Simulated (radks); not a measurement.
The numbers below are computed, except where a source is named.
Orbital eigenvalues (eV) of the palladium ion Pd3+, [Kr] 4d7, at several levels of relativity; Dirac values are averaged over j with weights 2j + 1. Spin-unpolarised spherical Kohn-Sham, PBE, point nucleus unless stated (finite: rms radius 4.5318 fm), a radial shooting solver on a logarithmic mesh with Libxc functionals. A level marked "c x" has the speed of light scaled by that factor and shares open shells by 2j + 1; other Dirac levels either fill j = l - 1/2 first or share by 2j + 1.

shell       non-rel.  scalar-rel.  Dirac, 2j+1 shares  Dirac, c x 2  change of magnitude, last against first (%)
1s            -23476       -24208              -24194        -23648                                        +0.73
2s           -3395.4      -3570.2             -3567.3       -3436.3                                        +1.20
2p           -3156.6      -3205.2             -3205.6       -3168.4                                        +0.37
3s           -643.49      -677.82             -677.32       -651.52                                        +1.25
3p           -548.07      -557.82             -557.99       -550.45                                        +0.44
3d           -372.01      -367.30             -366.99       -370.78                                        -0.33
4s           -119.60      -126.08             -126.01       -121.12                                        +1.27
4p           -89.823      -91.441             -91.500       -90.223                                        +0.45
4d           -42.140      -41.639             -41.630       -42.012                                        -0.30
5s (empty)   -29.541      -30.577             -30.571       -29.785                                        +0.82
5p (empty)   -22.910      -23.188             -23.197       -22.978                                        +0.30
